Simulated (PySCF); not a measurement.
**Polarisability and C₆ of Au(2+) (gold, charge +2)**

[Xe] 4f14 5d9, 2D determinant. All numbers are calculated (PySCF 2.14, the spin-free X2C one-electron Hamiltonian (Gaussian nucleus), in x2c-TZVPPall with one added diffuse shell each of s, p, d, f type (12s8p8d4f1g, 113 functions)). Coupled (time-dependent) response in atomic units; α is the mean over directions.

| method | mean α (bohr³) | α xx, yy, zz | C₆ (like pair) | S(−4) |
| --- | --- | --- | --- | --- |
| UHF | 8.099 | 7.942, 7.942, 8.413 | 52.28 | 12.58 |

S(−4) is the Cauchy moment in α(ω) = α(0) + S(−4) ω² + …

Spin-orbit coupling is absent.

α(iu) at UHF:

```
u (hartree)  α(iu) (bohr³)
          0          8.099
     0.0500          8.067
      0.100          7.976
      0.200          7.645
      0.300          7.185
      0.500          6.168
      0.750          5.043
       1.00          4.159
       1.50          2.933
       2.00          2.159
       3.00          1.290
       5.00         0.5995
```

A single London oscillator, α(iu) = α/(1 + u²/ω²), gives C₆ = (3/4) ω α². Matching the computed C₆ needs ω = 4 × 52.28 / (3 × 8.099²) = 1.06 hartree.

For an ion, C₆ is the dispersion term alone; charge-induced terms of lower order in 1/R come first.

The components differ because the open shell of this determinant is not spherical; for a pure term their mean is the scalar polarisability.

Spin-orbit coupling, absent here, splits the open shell strongly.
